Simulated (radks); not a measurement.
Task: Radial electron density D(r) = 4 pi r^2 rho(r) of an atom or ion with 1 electrons. All-electron calculation, Dirac Kohn-Sham, PW91, spin-unpolarised, spherical densities, point nucleus. Program: a radial shooting solver on a logarithmic mesh with Libxc functionals.

r (bohr),D(r) (e/bohr)
0.03394,0.03099
0.03677,0.03595
0.03951,0.04106
0.0428,0.04754
0.04637,0.05498
0.04983,0.06261
0.05398,0.07225
0.05801,0.08208
0.06284,0.09445
0.06753,0.1070
0.07316,0.1227
0.07925,0.1405
0.08517,0.1584
0.09226,0.1806
0.09915,0.2029
0.1074,0.2302
0.1154,0.2573
0.125,0.2904
0.1355,0.3267
0.1456,0.3622
0.1577,0.4047
0.1695,0.4456
0.1836,0.4939
0.1973,0.5396
0.2137,0.5926
0.2315,0.6472
0.2488,0.6972
0.2695,0.7527
0.2896,0.8018
0.3138,0.8542
0.3372,0.8982
0.3653,0.9422
0.3957,0.9794
0.4252,1.006
0.4606,1.026
0.495,1.034
0.5363,1.031
0.5763,1.017
0.6243,0.9889
0.6763,0.9471
0.7268,0.8985
0.7873,0.8336
0.8461,0.7668
0.9166,0.6858
0.985,0.6090
1.067,0.5222
1.156,0.4368
1.242,0.3638
1.346,0.2890
1.446,0.2291
1.567,0.1718
1.684,0.1289
1.824,0.09058
1.976,0.06124
2.123,0.04148
2.3,0.02566
2.472,0.01586
2.677,0.008755
2.877,0.004854
3.117,0.002365

What is the nuclear charge?

Result: Z = 2. The innermost maximum, from 1s, lies near gamma/Z bohr with gamma = sqrt(1 - (Z/c)^2) = 1.000, here 0.5 bohr (found: 0.507), and its height grows with Z. The density is that of the helium ion He+ in 1s1; the configuration itself is not fixed sharply by these data. D(r) has 1 maximum, at r = 0.507 bohr.
